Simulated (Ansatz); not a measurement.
Stretching the B1–O2 bond in BO (multiplicity 2 held). Energies count from the point at 1.202 Å.


R- and RO- levels are restricted; in cc, def2 and unpolarised 6-31G sets they are followed outwards from rest. Unrestricted levels (U-) break spin symmetry where that is lower. Curves can end on different states.

Correlated levels freeze the cores.

Run with Ansatz (a program for electronic structure). 

Energies in kcal/mol.

```tsv
R (Å)	RO-r2SCAN/cc-pVTZ	RO-B3LYP/cc-pVTZ	U-B3LYP/cc-pVTZ	U-wB97X-V/cc-pVTZ	U-SCS-MP2/cc-pVTZ
0.962	105.8	103.3	103.4	105.6	109.0
1.082	20.6	19.5	19.5	20.2	21.7
1.202	0.0	0.0	0.0	0.0	0.0
1.322	10.5	11.4	11.3	11.3	11.1
1.442	34.7	36.1	35.8	36.5	73.3
1.623	77.7	78.9	77.9	79.6	94.2
1.803	116.5	115.8	105.2	102.8	115.3
2.104	159.7	156.4	135.8	135.9	158.6
2.404	186.2	[?]	159.7	161.7	182.0
2.765	206.3	203.6	175.9	177.6	189.8
3.246	221.2	[?]	185.6	186.5	192.6
3.847	229.8	230.9	190.9	190.1	193.4
4.808	234.9	[?]	193.7	191.2	193.7
```

Problem. Complete the blanks.

Solution. 
- 4.808, RO-B3LYP/cc-pVTZ: 238.5
- 2.404, RO-B3LYP/cc-pVTZ: 182.5
- 3.246, RO-B3LYP/cc-pVTZ: 220.3

Doubts at one or more of the structures used: a restricted determinant that unrestricted orbitals would lower (RO-r2SCAN/cc-pVTZ, RO-B3LYP/cc-pVTZ); a spin-contaminated determinant (U-B3LYP/cc-pVTZ, U-wB97X-V/cc-pVTZ, U-SCS-MP2/cc-pVTZ).
